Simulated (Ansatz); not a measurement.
One change: `C[CH2][Al]([Cl])[Cl]` becomes `[NH2][Al]([Cl])[Cl]`.

Ansatz, PBE0-D4/def2-TZVP geometries, multiplicity 1. Each molecule was computed in one conformer, which needn't be the lowest.

```tsv
property	`C[CH2][Al]([Cl])[Cl]`
HOMO energy (ωB97M-V/def2-TZVPP) / eV	-10.50
LUMO energy (ωB97M-V/def2-TZVPP) / eV	0.79
HOMO energy (PBE0/def2-TZVPP) / eV	-8.31
LUMO energy (PBE/def2-TZVPP) / eV	-1.65
HOMO energy (PBE/def2-TZVPP) / eV	-7.04
ideal-gas entropy at 298 K and 1 bar (rigid rotor, harmonic PBE0-D4/def2-TZVP) / J/(mol·K)	377
```

Question: Give the same properties after the change, and the shifts. (An estimate is asked.)

Answer: The calculation gave: 
```json
{"property": "HOMO energy (ωB97M-V/def2-TZVPP) / eV", "`[NH2][Al]([Cl])[Cl]`": "-10.41", "shift": "0.09"}
{"property": "LUMO energy (ωB97M-V/def2-TZVPP) / eV", "`[NH2][Al]([Cl])[Cl]`": "1.05", "shift": "0.26"}
{"property": "HOMO energy (PBE0/def2-TZVPP) / eV", "`[NH2][Al]([Cl])[Cl]`": "-8.03", "shift": "0.28"}
{"property": "LUMO energy (PBE/def2-TZVPP) / eV", "`[NH2][Al]([Cl])[Cl]`": "-1.43", "shift": "0.22"}
{"property": "HOMO energy (PBE/def2-TZVPP) / eV", "`[NH2][Al]([Cl])[Cl]`": "-6.60", "shift": "0.44"}
{"property": "ideal-gas entropy at 298 K and 1 bar (rigid rotor, harmonic PBE0-D4/def2-TZVP) / J/(mol·K)", "`[NH2][Al]([Cl])[Cl]`": "323", "shift": "-54"}
```

The zero-point energy changes by -101.9 kJ/mol with -12 modes. Modes under 60 cm⁻¹, often nearly free rotors, make the harmonic entropy too high.
